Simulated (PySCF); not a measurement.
YCl₂, SMILES [Cl][Y+][Cl], charge +1.

Geometry: B3LYP-D3(BJ)/def2-TZVP. The spin state was assumed, not searched. The isomer is the one that the SMILES or the coordinates give; other isomers of the formula were not compared. The def2 effective core potentials stand for the cores of Y; spin–orbit coupling is left out.

Two levels are set side by side: PBE/def2-TZVPD (PySCF) and CAM-B3LYP/def2-TZVPD (PySCF). Same geometry, gas phase. Differences are taken from unrounded values.

| quantity | PBE |
|---|---|
| orbital gap (eV) | 3.75 |
| highest occupied level (eV) | -12.53 |
| lowest empty level (eV) | -8.78 |
| mean polarisability (bohr³) | 57.1 |

Question: These are the PBE values. What does CAM-B3LYP give? (Estimate from the structure and the level; the computed values follow.)

Answer: 
```json
[
 {"quantity": "orbital gap (eV)", "CAM-B3LYP": "7.80", "PBE minus CAM-B3LYP": "-4.05"},
 {"quantity": "highest occupied level (eV)", "CAM-B3LYP": "-15.13", "PBE minus CAM-B3LYP": "2.60"},
 {"quantity": "lowest empty level (eV)", "CAM-B3LYP": "-7.33", "PBE minus CAM-B3LYP": "-1.45"},
 {"quantity": "mean polarisability (bohr³)", "CAM-B3LYP": "53.6", "PBE minus CAM-B3LYP": "3.5"}
]
```

PBE's occupied levels lie high since its potential decays too fast outside the molecule; exact exchange lowers them and widens the gap. PBE's more diffuse valence density responds more strongly to a field. Differences between two approximate levels are no errors against the true value.

Rough cost on one machine, each run with all the roots and properties that it gave: CAM-B3LYP against PBE within a factor of 2.
